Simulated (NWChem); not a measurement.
System: SiI₂F₂; SMILES F[Si](F)(I)I

Parts of the log:

```
             Northwest Computational Chemistry Package (NWChem) 7.3.0
             --------------------------------------------------------

 C2V symmetry detected

                             Geometry "geometry" -> ""
                             -------------------------

 Output coordinates in angstroms (scale by  1.889725989 to convert to a.u.)

  No.       Tag          Charge          X              Y              Z
 ---- ---------------- ---------- -------------- -------------- --------------
    1 F                    9.0000     0.00000000     1.28709200    -1.84223093
    2 Si                  14.0000     0.00000000     0.00000000    -0.88280893
    3 F                    9.0000     0.00000000    -1.28709200    -1.84223093
    4 I                   53.0000     2.01600100     0.00000000     0.42942907
    5 I                   53.0000    -2.01600100     0.00000000     0.42942907

 Effective nuclear repulsion energy (a.u.)    1100.9333249960

      Symmetry information
      --------------------

 Group name             C2v
 Group number             16
 Group order               4
 No. of unique centers     3

 Summary of "ao basis" -> "ao basis" (spherical)
 ------------------------------------------------------------------------------
       Tag                 Description            Shells   Functions and Types
 ---------------- ------------------------------  ------  ---------------------
 F                          def2-svp                 6       14   3s2p1d
 Si                         def2-svp                 8       18   4s3p1d
 I                          def2-svp                10       26   4s4p2d

      Symmetry analysis of basis
      --------------------------

        a1         37
        a2         13
        b1         26
        b2         22

            General Information
            -------------------
          SCF calculation type: DFT
          Wavefunction type:  closed shell.
          No. of atoms     :     5
          No. of electrons :    82
           Alpha electrons :    41
            Beta electrons :    41
          Charge           :     0
          Spin multiplicity:     1
          Use of symmetry is: on ; symmetry adaption is: on
          Maximum number of iterations: 150
          AO basis - number of functions:    98
                     number of shells:    40
          Convergence on energy requested:  1.00D-06
          Convergence on density requested:  1.00D-05
          Convergence on gradient requested:  5.00D-04

              XC Information
              --------------
          PerdewBurkeErnzerhof Exchange Functional  1.000
            Perdew 1991 LDA Correlation Functional  1.000 local
           PerdewBurkeErnz. Correlation Functional  1.000 non-local

             Grid Information
             ----------------
          Grid used for XC integration:  fine
          Radial quadrature: Mura-Knowles
          Angular quadrature: Lebedev.
          Tag              B.-S. Rad. Rad. Pts. Rad. Cut. Ang. Pts.
          ---              ---------- --------- --------- ---------
          F                   0.50       70          10.0       590
          Si                  1.10      123           9.0       770
          I                   1.40      141          12.0       974
          Grid pruning is: on
          Number of quadrature shells:   334
          Spatial weights used:  Erf1

      Superposition of Atomic Density Guess
      -------------------------------------

 Sum of atomic energies:       -1181.57780682

      Non-variational initial energy
      ------------------------------

 Total energy =   -1081.481130
 1-e energy   =   -2672.250500
 2-e energy   =    1110.650075
 HOMO         =      -0.336905
 LUMO         =      -0.002865

      Symmetry analysis of molecular orbitals - initial
      -------------------------------------------------

  Numbering of irreducible representations:

     1 a1          2 a2          3 b1          4 b2

  Orbital symmetries:

     1 a1          2 a1          3 b2          4 a1          5 b1
     6 a1          7 a1          8 b1          9 a1         10 b2
    11 a2         12 b1         13 b2         14 a1         15 b1
    16 a1         17 b1         18 a1         19 b2         20 a2
    21 b1         22 a1         23 b2         24 a2         25 b1
    26 a1         27 b2         28 a1         29 b1         30 a1
    31 b2         32 a1         33 b1         34 a2         35 b2
    36 a1         37 b1         38 a1         39 b2         40 a2
    41 b1         42 a1         43 b2         44 a1         45 b1
    46 a1         47 b1         48 b1         49 a1         50 a2
    51 a1

     ---------------------------------------------
      Total Density - Mulliken Population Analysis
     ---------------------------------------------

    Atom       Charge   Shell Charges
 -----------   ------   -------------------------------------------------------
    1 F    9     9.55   1.99  1.15  0.78  3.51  2.13  0.00
    2 Si  14    12.34   2.00  1.99  0.79  0.11  5.93  0.71  0.50  0.29
    3 F    9     9.55   1.99  1.15  0.78  3.51  2.13  0.00
    4 I   25    25.28   1.83  0.22  1.22  0.67  2.93  3.13  2.62  2.64  9.82  0.19
    5 I   25    25.28   1.83  0.22  1.22  0.67  2.93  3.13  2.62  2.64  9.82  0.19

   convergence    iter        energy       DeltaE   RMS-Dens  Diis-err
 ---------------- ----- ----------------- --------- --------- ---------
 d= 0,ls=0.0,diis     1  -1084.0203641699 -1.56D+03  2.55D-02  1.13D+00
 d= 0,ls=0.0,diis     2  -1083.6499303903  3.70D-01  1.51D-02  5.00D+00
 d= 0,ls=0.0,diis     3  -1084.1648336572 -5.15D-01  2.04D-03  2.20D-02
 d= 0,ls=0.0,diis     4  -1084.1647350609  9.86D-05  1.43D-03  1.51D-02
 d= 0,ls=0.0,diis     5  -1084.1665149872 -1.78D-03  4.29D-04  1.42D-03
  Resetting Diis
 d= 0,ls=0.0,diis     6  -1084.1667734726 -2.58D-04  4.51D-05  1.50D-05
 d= 0,ls=0.0,diis     7  -1084.1667747393 -1.27D-06  1.71D-05  5.63D-07
 d= 0,ls=0.0,diis     8  -1084.1667747272  1.21D-08  8.90D-06  6.82D-07

         Total DFT energy =    -1084.166774727152
      One electron energy =    -2672.760707188213
           Coulomb energy =     1194.522858611407
    Exchange-Corr. energy =      -86.048221374068
 Nuclear repulsion energy =      480.119295223722

 Numeric. integr. density =       82.000000465811

                  Occupations of the irreducible representations
                  ----------------------------------------------

                     irrep           alpha         beta
                     --------     --------     --------
                     a1               16.0         16.0
                     a2                5.0          5.0
                     b1               11.0         11.0
                     b2                9.0          9.0

                       DFT Final Molecular Orbital Analysis
                       ------------------------------------

 Vector   39  Occ=2.000000D+00  E=-2.711062D-01  Symmetry=b2
              MO Center=  1.6D-15, -8.0D-16,  2.8D-01, r^2= 5.7D+00
   Bfn.  Coefficient  Atom+Function         Bfn.  Coefficient  Atom+Function
  ----- ------------  ---------------      ----- ------------  ---------------
    58      0.416753  4 I  py                84      0.416753  5 I  py
    61      0.351289  4 I  py                87      0.351289  5 I  py
    55     -0.168197  4 I  py                81     -0.168197  5 I  py
    52     -0.136378  4 I  py                78     -0.136378  5 I  py
     6      0.110920  1 F  pz                38     -0.110920  3 F  pz

 Vector   40  Occ=2.000000D+00  E=-2.593293D-01  Symmetry=a2
              MO Center=  5.6D-15, -3.4D-16,  3.7D-01, r^2= 6.0D+00
   Bfn.  Coefficient  Atom+Function         Bfn.  Coefficient  Atom+Function
  ----- ------------  ---------------      ----- ------------  ---------------
    58      0.440734  4 I  py                84     -0.440734  5 I  py
    61      0.381271  4 I  py                87     -0.381271  5 I  py
    55     -0.177395  4 I  py                81      0.177395  5 I  py
    52     -0.143692  4 I  py                78      0.143692  5 I  py
     4      0.075670  1 F  px                36     -0.075670  3 F  px

 Vector   41  Occ=2.000000D+00  E=-2.531672D-01  Symmetry=b1
              MO Center=  4.5D-14, -2.1D-15,  3.6D-01, r^2= 6.1D+00
   Bfn.  Coefficient  Atom+Function         Bfn.  Coefficient  Atom+Function
  ----- ------------  ---------------      ----- ------------  ---------------
    59      0.342352  4 I  pz                85     -0.342352  5 I  pz
    57     -0.293202  4 I  px                62      0.294318  4 I  pz
    83     -0.293202  5 I  px                88     -0.294318  5 I  pz
    60     -0.254652  4 I  px                86     -0.254652  5 I  px
    56     -0.137768  4 I  pz                82      0.137768  5 I  pz

 Vector   42  Occ=0.000000D+00  E=-9.126495D-02  Symmetry=a1
              MO Center= -6.9D-14, -7.1D-15,  1.0D-01, r^2= 5.6D+00
   Bfn.  Coefficient  Atom+Function         Bfn.  Coefficient  Atom+Function
  ----- ------------  ---------------      ----- ------------  ---------------
    18      0.810670  2 Si s                 17      0.678062  2 Si s
    60      0.529743  4 I  px                86     -0.529743  5 I  px
    27      0.367346  2 Si pz                16      0.342037  2 Si s
    50     -0.290398  4 I  s                 76     -0.290398  5 I  s
    57      0.282975  4 I  px                83     -0.282975  5 I  px

 Vector   43  Occ=0.000000D+00  E=-1.432324D-02  Symmetry=b2
              MO Center= -8.8D-14,  1.5D-15, -3.7D-01, r^2= 3.9D+00
   Bfn.  Coefficient  Atom+Function         Bfn.  Coefficient  Atom+Function
  ----- ------------  ---------------      ----- ------------  ---------------
    26      0.931152  2 Si py                23      0.337067  2 Si py
     3     -0.304946  1 F  s                 35      0.304946  3 F  s
    61     -0.255543  4 I  py                87     -0.255543  5 I  py
    29      0.214931  2 Si d -1               6      0.176243  1 F  pz
    38     -0.176243  3 F  pz                20     -0.166474  2 Si py

 Vector   44  Occ=0.000000D+00  E= 1.561530D-03  Symmetry=b1
              MO Center= -6.3D-13,  1.1D-15, -3.9D-01, r^2= 5.5D+00
   Bfn.  Coefficient  Atom+Function         Bfn.  Coefficient  Atom+Function
  ----- ------------  ---------------      ----- ------------  ---------------
    25      1.022081  2 Si px                22      0.521833  2 Si px
    62      0.438393  4 I  pz                88     -0.438393  5 I  pz
    60      0.426652  4 I  px                86      0.426652  5 I  px
    50     -0.345918  4 I  s                 76      0.345918  5 I  s
    49     -0.234570  4 I  s                 75      0.234570  5 I  s

     ---------------------------------------------
      Total Density - Mulliken Population Analysis
     ---------------------------------------------

    Atom       Charge   Shell Charges
 -----------   ------   -------------------------------------------------------
    1 F    9     9.25   1.99  1.14  0.78  3.34  2.00  0.01
    2 Si  14    13.30   2.00  1.98  1.05  0.00  5.92  1.15  0.68  0.52
    3 F    9     9.25   1.99  1.14  0.78  3.34  2.00  0.01
    4 I   25    25.11   1.83  0.22  1.38  0.53  2.94  3.12  2.65  2.41  9.79  0.25
    5 I   25    25.11   1.83  0.22  1.38  0.53  2.94  3.12  2.65  2.41  9.79  0.25

     -------------------------------------------
      Total Density - Lowdin Population Analysis
     -------------------------------------------

    Atom       Charge   Shell Charges
 -----------   ------   -------------------------------------------------------
    1 F    9     9.15   1.98  1.02  0.76  3.20  2.18  0.01
    2 Si  14    13.75   2.00  1.93  0.68  0.33  5.81  1.16  1.05  0.80
    3 F    9     9.15   1.98  1.02  0.76  3.20  2.18  0.01
    4 I   25    24.98   1.25  0.73  1.08  0.79  2.77  3.18  2.53  2.61  9.47  0.57
    5 I   25    24.98   1.25  0.73  1.08  0.79  2.77  3.18  2.53  2.61  9.47  0.57

     Multipole analysis of the density
     ---------------------------------

     L   x y z        total         alpha         beta         nuclear
     -   - - -        -----         -----         ----         -------
     0   0 0 0     -0.000000    -41.000000    -41.000000     82.000000

     1   1 0 0      0.000000      0.000000      0.000000      0.000000
     1   0 1 0      0.000000      0.000000      0.000000      0.000000
     1   0 0 1      0.446363     22.945274     22.945274    -45.444184

     2   2 0 0    -52.820004   -389.253351   -389.253351    725.686698
     2   1 1 0     -0.000000     -0.000000     -0.000000      0.000000
     2   1 0 1     -0.000000     -0.000000     -0.000000      0.000000
     2   0 2 0    -57.806459    -82.145843    -82.145843    106.485226
     2   0 1 1      0.000000      0.000000      0.000000      0.000000
     2   0 0 2    -57.079357   -173.560698   -173.560698    290.042040

            General Information
            -------------------
          SCF calculation type: DFT
          Wavefunction type:  closed shell.
          No. of atoms     :     5
          No. of electrons :    82
           Alpha electrons :    41
            Beta electrons :    41
          Charge           :     0
          Spin multiplicity:     1
          Use of symmetry is: on ; symmetry adaption is: on
          Maximum number of iterations: 150
          AO basis - number of functions:    98
                     number of shells:    40
          Convergence on energy requested:  1.00D-06
          Convergence on density requested:  1.00D-05
          Convergence on gradient requested:  5.00D-04

              XC Information
              --------------
          PerdewBurkeErnzerhof Exchange Functional  1.000
            Perdew 1991 LDA Correlation Functional  1.000 local
           PerdewBurkeErnz. Correlation Functional  1.000 non-local

             Grid Information
             ----------------
          Grid used for XC integration:  fine
          Radial quadrature: Mura-Knowles
          Angular quadrature: Lebedev.
          Tag              B.-S. Rad. Rad. Pts. Rad. Cut. Ang. Pts.
          ---              ---------- --------- --------- ---------
          F                   0.50       70          10.0       590
          Si                  1.10      123           9.0       770
          I                   1.40      141          12.0       974
          Grid pruning is: on
          Number of quadrature shells:   334
          Spatial weights used:  Erf1

          Convergence Information
          -----------------------
          Convergence aids based upon iterative change in
          total energy or number of iterations.
          Levelshifting, if invoked, occurs when the
          HOMO/LUMO gap drops below (HL_TOL):  1.00D-02
          DIIS, if invoked, will attempt to extrapolate
          using up to (NFOCK): 10 stored Fock matrices.

                    Damping( 0%)  Levelshifting(0.5)       DIIS
                  --------------- ------------------- ---------------
          dE  on:    start            ASAP                start
          dE off:    2 iters        150 iters           150 iters

                            NWChem DFT Gradient Module
                            --------------------------

  charge          =   0.00
  wavefunction    = closed shell

  Using symmetry

                         DFT ENERGY GRADIENTS

    atom               coordinates                        gradient
                 x          y          z           x          y          z
   1 F       0.000000   2.432251  -3.481312    0.000000  -0.009896   0.007196
   2 Si      0.000000   0.000000  -1.668267    0.000000   0.000000  -0.007367
   3 F       0.000000  -2.432251  -3.481312   -0.000000   0.009896   0.007196
   4 I       3.809689   0.000000   0.811503   -0.005319   0.000000  -0.003512
   5 I      -3.809689   0.000000   0.811503    0.005319   0.000000  -0.003512
```

Level: PBE/def2-SVP with def2 effective core potentials on I. All runs use the structure optimised with PBE0/def2-SVP. def2 effective core potentials on I; no spin-orbit coupling.

Problem. Which NWChem input produces such a log?

Solution. Several could match; the one computed here: the input that was run:
```
start job
memory heap 200 mb stack 900 mb global 1100 mb
geometry units angstroms noautoz
  F      0.000000     1.287092    -1.847810
  Si     0.000000     0.000000    -0.888388
  F      0.000000    -1.287092    -1.847810
  I      2.016001     0.000000     0.423850
  I     -2.016001     0.000000     0.423850
end
basis spherical
  * library def2-svp
end
ecp
  I library def2-ecp
end
dft
  xc xpbe96 cpbe96
  grid fine
  iterations 150
  mulliken
end
task dft gradient
```
